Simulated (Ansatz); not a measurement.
System: C$_{5}$H$_{4}$F, charge 0, multiplicity 2. It need not be the lowest isomer of its formula. 
Geometry from a B3LYP-D3(BJ)/def2-TZVP (Ansatz, an electronic-structure program) optimisation:
```xyz
10

F      1.9013     0.8317    -0.2577
C      0.6974     0.2838    -0.0961
C      0.3773    -1.0160    -0.1377
C     -1.1051    -1.1268     0.1026
C     -1.5752     0.3075     0.2866
C     -0.4956     1.0670     0.1613
H      1.0432    -1.8465    -0.3102
H     -1.3301    -1.7253     0.9923
H     -1.6207    -1.5982    -0.7413
H     -2.5969     0.5924     0.4787
```
Charge 0, spin multiplicity 2.

Total electronic energies in hartree. Correlated levels leave the core frozen unless marked. Open shells are spin-unrestricted. No spin-orbit coupling. No relativistic terms. CBS(X,Y): correlation extrapolated as X^-3; Hartree-Fock from the larger set. [CCSD(T)-MP2]/basis is that difference in the basis named.

The UHF reference is spin-contaminated (<S^2> 0.47 over the pure value in the largest basis). 

```
level                                                     program  energy (Eh)
-------------------------------------------------  --------------  -----------
RI-HF/cc-pVTZ                                              Ansatz   -291.09805
revPBE/def2-TZVPD                                          Ansatz   -292.67828
PBE0-D3(BJ)/def2-TZVPD                             Ansatz + dftd3   -292.44120
PBE0/def2-TZVP                                             Ansatz   -292.43311
r2SCANh/def2-TZVPD                                         Ansatz   -292.59449
r2SCAN0-D4/def2-TZVPD                              Ansatz + dftd4   -292.57608
HSE06/def2-TZVPD                                           Ansatz   -292.41949
CAM-B3LYP-D3(BJ)/def2-TZVPD                        Ansatz + dftd3   -292.63345
CAM-B3LYP-D4/def2-TZVPD                            Ansatz + dftd4   -292.63402
LC-wPBE-D3(BJ)/def2-TZVPD                          Ansatz + dftd3   -292.57274
LC-wPBE/def2-TZVPD                                         Ansatz   -292.56538
B2GP-PLYP-D3(BJ)/def2-TZVPD                        Ansatz + dftd3   -292.47759
B2PLYP-D3(BJ)/def2-TZVPD                           Ansatz + dftd3   -292.53720
MP2/cc-pVQZ                                                Ansatz   -292.16218
RI-MP2/CBS(cc-pVTZ,cc-pVQZ)                                Ansatz    -292.2137
SCS-MP2/6-31G*                                             Ansatz   -291.71066
SCS-MP2/cc-pVDZ                                            Ansatz   -291.76769
CCSD/6-31G                                                 Ansatz   -291.45480
CCSD/cc-pwCVTZ                                             Ansatz   -292.13884
CCSD(T)/cc-pVDZ                                            Ansatz   -291.88634
RI-MP2/CBS(cc-pVTZ,cc-pVQZ)+[CCSD(T)-MP2]/cc-pVDZ          Ansatz    -292.3080
RI-MP2/CBS(cc-pVTZ,cc-pVQZ)+[CCSD(T)-MP2]/cc-pVQZ          Ansatz    -292.3074
CCSD(T)/CBS(cc-pVTZ,cc-pVQZ)                               Ansatz    -292.3040
```

Totals of different functionals don't rank their quality; only differences between species are comparable.
